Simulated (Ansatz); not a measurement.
FIn, singlet, at a GFN2-xTB geometry (such geometries of metal compounds can be far from the true shape) (all electrons, no relativity); Ansatz (a program for electronic structure) with B3LYP5/STO-3G.

Ansatz was given this input:
Ansatz 0.2 input:
```yaml
crystal:
  periodic: [false, false, false]
  atoms:
    - {symbol: In, position_ang: [-0.00000000, -0.00000000, -0.31421463]}
    - {symbol: F, position_ang: [0.00000000, 0.00000000, 1.71072408]}
basis:
  gaussian:
    orbitals: STO-3G
hamiltonian:
  xc: b3lyp5
```

The log (banner, timings and long lists left out):

```
Functional definition: B3LYP5
432 factors; integrals over basis functions are off by at most 4.1e-5 eV
mean field evaluation 1: about -157360.6191 eV, gradient 1.7e1 eV
mean field evaluation 2: about -157276.0781 eV, gradient 1.9e2 eV
mean field evaluation 4: about -157362.3710 eV, gradient 2.5e0 eV
mean field evaluation 8: about -157362.3844 eV, gradient 2.8e-2 eV
mean field evaluation 16: about -157362.3844 eV, gradient 6.5e-5 eV
mean field -157362.38437912 eV, -5782.9609618775 hartree, gradient 6.5e-5 eV, S^2 0.000000; 0 other end points of the search recorded, 0 dependent functions left out
reference -157362.38451339 eV, -5782.9609668117 hartree; 29, 29 occupied and 3, 3 virtual orbitals, 432 factors
Total energy: -157362.38451339 eV, -5782.9609668117 hartree
```
